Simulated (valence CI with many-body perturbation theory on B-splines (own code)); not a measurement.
**Sensitivity of CI+MBPT for Cr11+**

Computed by valence CI with perturbative core correlation (CI+MBPT): three valence electrons over a frozen Dirac-Fock core [Ne], a basis of 6 s, 6 p, 5 d, 3 f, 1 g functions for each j, with the one-electron correlation potential Σ1 (screened to all orders), the two-electron term Σ2, the three-electron term Σ3, Breit, model QED; selected single and double excitations, second order for the rest, scaled by the run's own slope (own B-spline code, finite nucleus).

No measured levels were compared; by estimate levels of excited configurations hold to 0.05 to 0.15 % of their energy, terms of the ground configuration to about 0.5 %.

The reference run has the lowest level 3s²3p ²P°_1/2 and an ionisation energy of 298.231 eV. Its largest variational space holds 2952 state functions.

Names give the largest LS component (configuration and term), which can be under half, so a name can repeat, a term be missing and a line seem to break the LS rules; names also repeat where a configuration has a term twice.

Changed runs:
A. scale of Σ2 1 → 0.5
B. size limit of the variational space 10000 → 1500
C. scale of Σ1 1 → 0; scale of Σ2 1 → 0; three-electron term on → off
D. Davidson iteration limit 60 → 2 (bad on purpose)

Excitation energies of the reference run in cm⁻¹, and shifts in cm⁻¹:

```tsv
Level	Reference	A	B	C	D
3s²3p ²P°_3/2	12272	-13	-0.4	-114	0
3s3p² ⁴P_1/2	191912	-615	0	-765	0
3s3p² ⁴P_3/2	196720	-626	+0.2	-823	0
3s3p² ⁴P_5/2	203160	-625	+0.2	-864	0
3s3p² ²D_3/2	254496	-183	-0.2	+3.3	0
3s3p² ²D_5/2	255638	-186	-0.4	-23	0
3s3p² ²S_1/2	314219	+755	+0.1	+1961	0
3s3p² ²P_1/2	333636	+1629	0	+3683	0
3s3p² ²P_3/2	339696	+1758	-0.9	+3893	0
3s²3d ²D_3/2	408975	+1479	-2.3	+3590	0
3s²3d ²D_5/2	410081	+1468	-2.5	+3524	0
3p³ ²D°_3/2	493336	-236	-0.4	+295	0
Ionisation energy (eV)	298.231	+0.096	0	-0.422	0
```

Run D: The Davidson iterations stopped at their limit.
